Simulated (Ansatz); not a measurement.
Reaction (cleavage of the Si–B bond): `C=C[SiH2]BN` + `[AlH2][SH]` → `C=C[SiH2][S][AlH2]` + `BN`

Calculated with Ansatz (gas phase, PBE0-D4/def2-TZVP geometries, no zero-point term in ΔE). CCSD(T)/CBS adds triple-zeta CCSD(T) − MP2 to the extrapolated MP2 energy (def2 sets, frozen cores). This one scheme is used for every species. Functionals use def2-TZVPP. B3LYP here is the variant with VWN-RPA as its local correlation; programs differ in this. One conformer a species, not always the lowest.

```json
{"level": "PBE-D4", "ΔE (kJ/mol)": "-79.5", "difference from CCSD(T)/CBS": "8.8"}
{"level": "r2SCAN-D4", "ΔE (kJ/mol)": "-86.2", "difference from CCSD(T)/CBS": "2.1"}
{"level": "PBE0-D4", "ΔE (kJ/mol)": "-84.7", "difference from CCSD(T)/CBS": "3.6"}
{"level": "B3LYP-D4", "ΔE (kJ/mol)": "-86.6", "difference from CCSD(T)/CBS": "1.7"}
{"level": "ωB97X-V", "ΔE (kJ/mol)": "-85.0", "difference from CCSD(T)/CBS": "3.3"}
{"level": "ωB97M-V", "ΔE (kJ/mol)": "-89.8", "difference from CCSD(T)/CBS": "-1.5"}
{"level": "B2PLYP", "ΔE (kJ/mol)": "-84.2", "difference from CCSD(T)/CBS": "4.1"}
{"level": "PBE", "ΔE (kJ/mol)": "-73.5", "difference from CCSD(T)/CBS": "14.8"}
{"level": "r2SCAN", "ΔE (kJ/mol)": "-84.8", "difference from CCSD(T)/CBS": "3.5"}
{"level": "PBE0", "ΔE (kJ/mol)": "-79.3", "difference from CCSD(T)/CBS": "9.0"}
{"level": "B3LYP", "ΔE (kJ/mol)": "-76.6", "difference from CCSD(T)/CBS": "11.7"}
{"level": "HF/def2-TZVPP", "ΔE (kJ/mol)": "-87.2", "difference from CCSD(T)/CBS": "1.1"}
{"level": "MP2/def2-TZVPP", "ΔE (kJ/mol)": "-96.0", "difference from CCSD(T)/CBS": "-7.7"}
{"level": "SCS-MP2/def2-TZVPP", "ΔE (kJ/mol)": "-91.3", "difference from CCSD(T)/CBS": "-3.0"}
{"level": "CCSD/def2-TZVPP", "ΔE (kJ/mol)": "-82.6", "difference from CCSD(T)/CBS": "5.7"}
{"level": "CCSD(T)/def2-TZVPP", "ΔE (kJ/mol)": "-83.8", "difference from CCSD(T)/CBS": "4.5"}
{"level": "HF/def2-QZVPP", "ΔE (kJ/mol)": "-87.4", "difference from CCSD(T)/CBS": "0.9"}
{"level": "MP2/def2-QZVPP", "ΔE (kJ/mol)": "-98.6", "difference from CCSD(T)/CBS": "-10.3"}
{"level": "SCS-MP2/def2-QZVPP", "ΔE (kJ/mol)": "-93.8", "difference from CCSD(T)/CBS": "-5.5"}
{"level": "HF/CBS(def2)", "ΔE (kJ/mol)": "-87.4", "difference from CCSD(T)/CBS": "0.9"}
{"level": "MP2/CBS(def2)", "ΔE (kJ/mol)": "-100.5", "difference from CCSD(T)/CBS": "-12.2"}
{"level": "CCSD/CBS(def2)", "ΔE (kJ/mol)": "-87.1", "difference from CCSD(T)/CBS": "1.2"}
{"level": "CCSD(T)/CBS", "ΔE (kJ/mol)": "-88.3", "difference from CCSD(T)/CBS": "0"}
```

Largest T1 diagnostic among the species: 0.013.

The D4 term adds −10.0 kJ/mol with B3LYP and −5.4 kJ/mol with PBE0; it sums over pairs of atoms, weighted by their polarisabilities, and B3LYP, whose exchange is more repulsive, gets the larger term. From PBE to PBE0 (25 % exact exchange), in def2-TZVPP and without D4, ΔE moves by −5.8 kJ/mol.
